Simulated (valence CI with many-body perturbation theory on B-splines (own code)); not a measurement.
## Pd V: M1 decay

Calculated by configuration interaction combined with many-body perturbation theory (CI+MBPT): six valence electrons over a frozen Dirac-Fock core [Kr], a basis of 7 s, 7 p, 8 d, 6 f, 4 g, 1 h functions for each j, with the one-electron correlation potential Σ1, the two-electron term Σ2, the three-electron term Σ3, Breit, model QED; selected CI, second order for the rest, scaled by the run's own slope (own B-spline code, finite nucleus).

No measured levels were compared; by estimate terms of the open shell hold to 2 to 4 % of their energy, and close levels can change places; different configurations can be misplaced against each other by 1,000 to 8,000 cm⁻¹. Among the levels kept, up to 1100 cm⁻¹ of a level comes from second order outside the variational space, and about a tenth of that is noise between levels of different J, which matters for small intervals. Only levels of the ground parity were solved; by the run's estimate the other parity begins above the list, which can be wrong where configurations are misplaced.

Lines 1 to 50 of 120 in falling wavelength, among levels below 6.188 eV, chosen from the decays that carry over 1 % of a level's rate. Wavelengths and rates use the calculated energies, so an error of 2000 cm⁻¹ moves a line at 41160 Å by 82 % and its rate by three times that or more. Weak lines are less certain than strong ones. Lines between different terms over intervals too small for the method are left out, as are lines whose strength nearly cancels. Intervals below about 2000 cm⁻¹, as at the head of this list, are uncertain by tens of per cent. The highest levels of a list are the least certain. Branching is blank where the lifetime is uncertain.

Names give the largest LS component (configuration and term), which can be under half, so a name can repeat, a term be missing and a line seem to break the LS rules; names also repeat where a configuration has a term twice. Letters in brackets count levels of one name in rising energy.

| λ vac (Å) | Upper | Lower | Type | A (s⁻¹) | Branch % |
| --- | --- | --- | --- | --- | --- |
| 2.673e+05 | 4d6 5D_0 | 4d6 5D_1 | M1 | 8.27e-03 | 100.0 |
| 2.598e+05 | 4d6 3H_5 | 4d6 3H_6 | M1 | 1.14e-03 | 3.9 |
| 1.585e+05 | 4d6 3H_5 | 4d6 3H_4 | M1 | 4.32e-03 | 14.9 |
| 1.304e+05 | 4d6 5D_1 | 4d6 5D_2 | M1 | 4.14e-02 | 100.0 |
| 91850 | 4d6 5D_2 | 4d6 5D_3 | M1 | 8.13e-02 | 100.0 |
| 62130 | 4d6 3G_4 | 4d6 3G_5 | M1 | 8.31e-02 | 3.7 |
| 48900 | 4d6 5D_3 | 4d6 5D_4 | M1 | 2.94e-01 | 100.0 |
| 41160 | 4d6 3G_5 | 4d6 3F_4 [a] | M1 | 8.18e-02 | 4.8 |
| 34910 | 4d6 3F_4 [a] | 4d6 3H_5 | M1 | 1.82e-01 | 2.8 |
| 28880 | 4d6 3F_3 | 4d6 3H_4 | M1 | 4.66e-01 | 8.6 |
| 28610 | 4d6 3F_4 [a] | 4d6 3H_4 | M1 | 7.74e-01 | 11.9 |
| 26850 | 4d6 3G_3 | 4d6 3F_2 [a] | M1 | 3.28e-01 | 11.0 |
| 24760 | 4d6 3G_4 | 4d6 3F_4 [a] | M1 | 3.00e-01 | 13.5 |
| 24560 | 4d6 3G_4 | 4d6 3F_3 | M1 | 2.96e-02 | 1.3 |
| 24330 | 4d6 3D_1 | 4d6 3P_0 [a] | M1 | 8.88e-02 | 1.6 |
| 21870 | 4d6 3G_3 | 4d6 3F_4 [a] | M1 | 7.02e-02 | 2.3 |
| 21710 | 4d6 3G_3 | 4d6 3F_3 | M1 | 6.70e-01 | 22.4 |
| 20370 | 4d6 3D_1 | 4d6 3P_1 [a] | M1 | 5.06e-01 | 9.2 |
| 19170 | 4d6 1I_6 | 4d6 3G_5 | M1 | 2.98e-02 | 1.1 |
| 18890 | 4d6 3G_5 | 4d6 3H_5 | M1 | 5.65e-01 | 32.9 |
| 17610 | 4d6 3G_5 | 4d6 3H_6 | M1 | 1.00e+00 | 58.5 |
| 17600 | 4d6 3P_1 [a] | 4d6 3P_2 | M1 | 4.41e+00 | 29.4 |
| 15660 | 4d6 1G_4 | 4d6 3G_3 | M1 | 1.49e-01 | 1.4 |
| 14490 | 4d6 3G_4 | 4d6 3H_5 | M1 | 3.71e-01 | 16.7 |
| 13440 | 4d6 1S_0 | 4d6 3D_1 | M1 | 2.61e-01 | 1.5 |
| 13270 | 4d6 1D_2 | 4d6 3D_3 | M1 | 7.03e-01 | 6.5 |
| 13190 | 4d6 1D_2 | 4d6 3D_1 | M1 | 5.26e-01 | 4.9 |
| 12850 | 4d6 3D_2 | 4d6 3F_3 | M1 | 2.26e-01 | 6.1 |
| 12390 | 4d6 3G_3 | 4d6 3H_4 | M1 | 5.77e-01 | 19.3 |
| 12300 | 4d6 1D_2 | 4d6 3D_2 | M1 | 1.42e-01 | 1.3 |
| 12240 | 4d6 3F_4 [b] | 4d6 1F_3 | M1 | 1.18e+00 |  |
| 11990 | 4d6 3D_3 | 4d6 3F_4 [a] | M1 | 8.24e-02 | 1.2 |
| 11940 | 4d6 3D_3 | 4d6 3F_3 | M1 | 1.43e-01 | 2.0 |
| 11720 | 4d6 1G_4 | 4d6 3G_5 | M1 | 3.17e-01 | 3.0 |
| 10130 | 4d6 3P_1 [b] | 4d6 1D_2 | M1 | 4.70e-01 |  |
| 9989 | 4d6 3P_1 [b] | 4d6 1S_0 | M1 | 1.73e+00 |  |
| 9955 | 4d6 3D_2 | 4d6 3P_2 | M1 | 9.36e-01 | 25.3 |
| 9514 | 4d6 1I_6 | 4d6 3H_5 | M1 | 8.90e-01 | 34.1 |
| 9399 | 4d6 3D_3 | 4d6 3P_2 | M1 | 1.02e+00 | 14.5 |
| 9349 | 4d6 1F_3 | 4d6 3D_3 | M1 | 3.85e-01 | 11.1 |
| 9178 | 4d6 1I_6 | 4d6 3H_6 | M1 | 1.69e+00 | 64.8 |
| 9124 | 4d6 1G_4 | 4d6 3F_4 [a] | M1 | 4.89e+00 | 46.3 |
| 9096 | 4d6 1G_4 | 4d6 3F_3 | M1 | 1.47e+00 | 14.0 |
| 8858 | 4d6 1F_3 | 4d6 3D_2 | M1 | 3.83e-01 | 11.1 |
| 8847 | 4d6 1D_2 | 4d6 3G_3 | M1 | 5.11e-01 | 4.7 |
| 8449 | 4d6 3D_3 | 4d6 3H_4 | M1 | 1.73e-01 | 2.5 |
| 8097 | 4d6 1S_0 | 4d6 3P_1 [a] | M1 | 1.74e+01 | 97.6 |
| 8004 | 4d6 1D_2 | 4d6 3P_1 [a] | M1 | 7.59e-01 | 7.0 |
| 7233 | 4d6 1G_4 | 4d6 3H_5 | M1 | 3.35e+00 | 31.8 |
| 6914 | 4d6 1F_3 | 4d6 3G_3 | M1 | 2.09e-01 | 6.0 |
